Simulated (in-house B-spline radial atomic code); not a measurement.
Values are calculated unless marked as measured or tabulated.
**Be in an electron gas of r_s = 1.8: phase shifts, screening and friction**

A nucleus sits in a uniform electron gas with a rigid positive background. The Kohn-Sham equations are solved self-consistently in the spin-unpolarised LDA (PW92), non-relativistic, on B-splines with outgoing waves at the boundary and partial waves to l = 8. The model has no lattice, no bands and no magnetic solution. Atomic units; δ_l are the phase shifts at the Fermi level, counted so that each bound state adds π, and good to about 0.0005.

The density parameter is r_s = 1.8 bohr.

```tsv
l	δ_l (rad)
0	3.1123
1	0.8325
2	0.0973
3	0.0190
4	0.0044
5	0.0010
6	0.0003
7	0.0001
8	0.0000
```

Bound levels below the band bottom (hartree): s -3.194.

Check the Friedel sum rule, and say where the screening charge sits.

k_F = (9π/4)^(1/3)/r_s = 1.06620. The rule is Z = (2/π) Σ (2l + 1) δ_l. The terms are s 1.981, p 1.590, d 0.310, f 0.085 and 0.036 beyond, in all 4.001 against Z = 4. Bound states hold 2 s, 0 p, 0 d electrons, so the scattering states carry 2.00 in all.

Find the transport cross section and the electronic stopping of a 5 keV Be ion (mass 9.01 u).

σ_tr = (4π/k_F²) Σ (l + 1) sin²(δ_l − δ_(l+1)). The terms for l = 0 to 3 are 0.5761, 0.8998, 0.0184, 0.0009, all together 1.4951, so σ_tr = 11.054 × 1.4951 = 16.528 bohr². With n = 3/(4π r_s³) = 0.04093, the friction coefficient is Q = n k_F σ_tr = 0.7214. For v well below v_F = 1.066, dE/dx = Q v; with 24801 eV per u at v = 1, v = √(5000/(24801 × 9.01)) = 0.1496, so dE/dx = 0.10790 hartree/bohr = 55.5 eV/nm. The largest term couples the p and d waves.
